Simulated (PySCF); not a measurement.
**Radial density of Co³⁺ (cobalt, charge +3)**

UHF, [Ar] 3d6, high-spin 5D determinant. All numbers are calculated (PySCF 2.14, the non-relativistic Hamiltonian (point nucleus), in aug-cc-pVDZ).

```csv
r (bohr),4πr²ρ (e/bohr),4πr²(ρα − ρβ)
0.000997,0.1581,0.0000
0.00168,0.4311,0.0000
0.00282,1.147,0.0000
0.00474,2.925,0.0001
0.00798,6.951,0.0002
0.0134,14.68,0.0005
0.0226,25.49,0.0010
0.0380,32.39,0.0022
0.0639,28.00,0.0090
0.107,27.27,0.0577
0.181,36.58,0.3623
0.304,21.32,1.6753
0.511,16.04,3.9916
0.860,15.06,3.6775
1.45,3.206,1.1452
2.43,0.1865,0.0959
4.09,0.0001368,0.0000
6.88,3.197e-05,0.0000
```
